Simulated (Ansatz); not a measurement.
H2GeO, SMILES `[OH][GeH]` (lower singlet; H–O–Ge–H torsion 0°) (charge 0, multiplicity 1). This singlet lies 1.85 eV below the relaxed triplet at the level frozen-core CCSD(T)/cc-pVTZ // B3LYP-D3(BJ)/def2-TZVP (Ansatz, an electronic-structure program).

Z-matrix (Å, degrees):
```
O
H 1 0.9632
Ge 1 1.8008 2 115.07
H 3 1.6230 1 95.83 2 0.00
```
Charge 0, spin multiplicity 1.

### Question
Give the natural occupations of the active orbitals, the CASSCF energy and the corrected energy for frozen-core fic-MRCISD+Q@CASSCF(2e,2o)/cc-pVTZ // B3LYP-D3(BJ)/def2-TZVP (Ansatz).

### Answer

| Item | Result |
|---|---|
| natural occupations | 1.98, 0.02 |
| CASSCF energy | -2151.4786 Ha |
| corrected energy | -2151.8970 Ha |
| weight of the reference | 0.903 |
